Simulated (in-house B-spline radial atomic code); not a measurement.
**KLI/ALDAx excitations of the strontium ion Sr²⁺**

Method: KLI/ALDAx. Computed with an all-electron radial atomic-structure program (B-spline basis): linear response of the closed shell [Ar] 3d10 4s2 4p6 with the adiabatic LDA exchange kernel on the exchange-only KLI potential; scalar-relativistic (spin-free one-electron X2C), finite nucleus, no spin-orbit coupling, no double excitations, S, P, D and F terms only; shells from n = 2 respond. Only terms of natural parity with L up to 3 were computed.

Command:
```bash
python run_td.py task.json out
```
Settings (radii: box in bohr, nucleus in fm):
```
Z                        38
electrons                36
configuration            [Ar] 3d10 4s2 4p6
hamiltonian              x2c
method                   kli
box_radius               29.48
rms_radius               4.224
intervals                107
```

Cost of the run: 1.9 s on 1 thread of Intel(R) Xeon(R) Platinum 8488C (Sapphire Rapids), on a shared host.

The lowest states, in the order of their Tamm-Dancoff energies; the method's threshold (minus the highest occupied level) is 42.96 eV. Labels give the largest channel, * marks a mixed state, and oscillator strengths are full-response dipole values. Semilocal kernels can invert the small singlet-triplet splittings of Rydberg terms. Energies in eV:

```csv
state,full response,Tamm-Dancoff,oscillator strength
4p → 4d 3P,?,?,-
4p → 4d 3F,22.150,22.208,-
4p → 5s 3P,23.180,23.192,-
4p → 5s 1P,23.681,23.697,0.476
4p → 4d 1F,23.714,23.737,-
4p → 5p 3S,26.879,26.907,-
4p → 5p 3D,27.393,27.402,-
4p → 5p 1D,27.708,27.714,-
4p → 4d 1P,27.739,28.359,4.02
4p → 5p 1S,?,?,-
```

(1) Where does 4p → 4d 3P lie?

(2) Where does 4p → 5p 1S lie?

(3) How large is the singlet-triplet splitting of 4p → 5s (P terms) in Tamm-Dancoff?

(4) What polarisabilities and dispersion coefficient does the method give?

## Answers

(1) At 21.558 eV in full response, 21.633 eV in Tamm-Dancoff.

(2) At 29.035 eV in full response, 29.169 eV in Tamm-Dancoff.

(3) 0.505 eV, from the unrounded values.

(4) Dipole 5.913 bohr³, quadrupole 17.9 bohr⁵, C6 29.47 hartree·bohr⁶ for two such species.
